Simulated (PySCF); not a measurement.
# Electron affinity of Sb by level of theory

Sb⁻ [Kr] 4d10 5s2 5p4 (3P) → Sb [Kr] 4d10 5s2 5p3 (4S), as a difference of total energies. Calculation: PySCF 2.14, in aug-cc-pVTZ-PP with ECP28MDF (6s5p4d2f, 55 functions); a scalar-relativistic core potential. Correlated levels: valence: 4s2 4p6 4d10 frozen. The calculations carry no spin-orbit coupling.

```tsv
method	electron affinity (eV)
UHF	-0.061
LDA	1.166
PBE	0.944
PBE0	0.880
r2SCAN	0.901
wB97M-V	0.883
M06-L	0.914
HSE06	0.943
PBEsol	0.924
MP2 (valence)	0.598
SCS-MP2 (valence)	0.652
```

The reference lies between the lowest fine-structure levels, while these numbers refer to the centres of the terms.

Errors of the correlated levels include the incompleteness of this basis and the frozen core.

A negative affinity means that the anion lies above the atom at that level of theory.

In the anion the highest occupied orbital energy is positive at LDA, PBE, PBE0, r2SCAN, M06-L, HSE06, PBEsol, a self-interaction effect; the basis confines that electron, and the energy difference can still be sensible.

For comparison: 1.047 eV (measured; photodetachment measurements, as compiled on the Wikipedia data page of electron affinities).
